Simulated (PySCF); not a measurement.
**Dipole moment and polarisability of `CC(C)C(Cl)=C=O`**

Species: C5H7ClO.
Geometry (GFN2-xTB, Å), atoms numbered from 1 in this order:
```
atom  x, y, z in Å
C1    -0.3823    1.4970   -0.0021
C2    -0.0440    0.0554   -0.3783
C3    -1.2586   -0.8575   -0.2162
C4     1.1004   -0.4486    0.4689
Cl5    0.8770   -0.5006    2.2072
C6     2.2400   -0.8608    0.0070
O7     3.2560   -1.2229   -0.4332
H8     0.4814    2.1424   -0.1409
H9    -0.6926    1.5503    1.0380
H10   -1.1940    1.8622   -0.6257
H11    0.2932    0.0245   -1.4201
H12   -1.0124   -1.8773   -0.5015
H13   -1.5911   -0.8583    0.8185
H14   -2.0736   -0.5065   -0.8439
```

Level: PBE0/def2-SVPD (PySCF), static field, nuclei fixed, core orbitals frozen in the response. The polarisability tensor in these axes (au):

```
x   87.93 -9.03 -4.96
y   -9.03 67.24  1.19
z   -4.96  1.19 74.96
```

Problem. What are the eigenvalues, a third of the trace, and Δα (Δα² = ½Σ(αi − αj)² over the three pairs)?

Solution. Principal values 63.81, 73.55 and 92.76 au; mean 76.71 au = 11.37 Å³ = 12.65 × 10⁻⁴⁰ C²·m²/J; Δα = 25.51 au (33 % of the mean).

Problem. What is the dipole moment, and where does it point?

Solution. (-1.74, 0.75, -1.02) D, 2.15 D in size, pointing from the negative to the positive side. Measured along this direction, the outermost atoms are O7 at the negative end and H10 and H14 at the positive end.

Problem. Give the principal axes and the span of the nuclei along them.

Solution. Largest value along (0.90, -0.33, -0.27), where the nuclei span 4.99 Å; middle along (0.23, -0.15, 0.96), 3.70 Å; least along (0.36, 0.93, 0.06), 4.30 Å. The strongest response lies along the longest span, while the other two are in reverse order.

Problem. Traceless (Buckingham) quadrupole moment about the centre of nuclear charge: eigenvalues?

Solution. -5.20, 1.14, 4.06 D·Å. The values depend on the origin, since the dipole doesn't vanish. The electronic extent ⟨r²⟩ about the same centre is 995 bohr², a root-mean-square distance of 2.12 Å for the 62 electrons.

Problem. Form Σ f/ω² (atomic units) for the 6 lowest TDDFT singlets, given as eV and f, and set it beside the mean polarisability, which is this sum over all singlets: 2.79, 0.0000; 5.86, 0.0013; 5.89, 0.0045; 6.30, 0.0007; 6.55, 0.0012; 6.89, 0.0174.

Solution. They add up to 0.43 au, 0.6 % of the 76.71 au; the largest single term is 0.27 au, from the state at 6.89 eV. Terms in order: 0.00, 0.03, 0.10, 0.01, 0.02, 0.27 au. Higher excitations give the rest. The strengths listed sum to 0.025.

Problem. Find the Langevin capture rate constant for NO+ (29.998 u) meeting this molecule (118.019 u), k = 2.342 × 10⁻⁹ cm³/s × √(α in Å³ / reduced mass in u).

Solution. The reduced mass is 23.92 u, so k = 1.61 × 10⁻⁹ cm³/s. The formula leaves out the permanent dipole, which adds to the capture rate.

Geometry: GFN2-xTB, one conformer, isolated molecule.
